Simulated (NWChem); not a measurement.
Basis-set convergence for H₄GeS

```xyz
6

Ge    -0.6675     0.2120     0.1068
S      1.4239    -0.5234    -0.2677
H     -0.9081     1.5825    -0.5803
H     -1.5762    -0.8703    -0.5222
H     -0.9520     0.3355     1.6275
H      2.0141     0.5434     0.3395
```
Charge 0, spin multiplicity 1.

All runs are NWChem calculations. All single points use one geometry, from PBE/def2-SVP, a minimum by its harmonic frequencies.

Quantity: vertical ionisation energy at the level ΔHF (Δ: difference of total energies, the cation a doublet at the parent's geometry; it is the state that the SCF runs reached, from PBE0 orbitals for Hartree-Fock references, and need not be the lowest).

The Hamiltonian is non-relativistic. The Pople sets run with spherical d functions. The structure started from a generated list of species. The stability of the SCF solutions was not checked. Open-shell Hartree-Fock references start from PBE0 orbitals; any time given for them includes that run.

Relative cost: rough, from shared machines, SCF included, 3-21G = 1.

| basis | functions | vertical ionisation energy (eV) | relative cost |
|---|---|---|---|
| 3-21G | 43 | ___ | 1 |
| cc-pVDZ | 65 | ___ | 5 |
| pcseg-1 | 65 | 8.73 | under 3 |
| def2-SVP | 70 | ___ | under 3 |
| 6-311G** | 94 | 8.66 | 3 |
| aug-cc-pVDZ | 99 | 8.65 | 10 |
| def2-TZVP | 109 | 8.64 | 6 |
| cc-pVTZ | 133 | 8.63 | 20 |
| def2-TZVPP | 146 | 8.64 | 20 |
| aug-cc-pVTZ | 201 | 8.64 | 400 |

Q: What belongs in the gaps?

A: 
- 3-21G, vertical ionisation energy (eV): 9.02
- cc-pVDZ, vertical ionisation energy (eV): 8.68
- def2-SVP, vertical ionisation energy (eV): 8.70
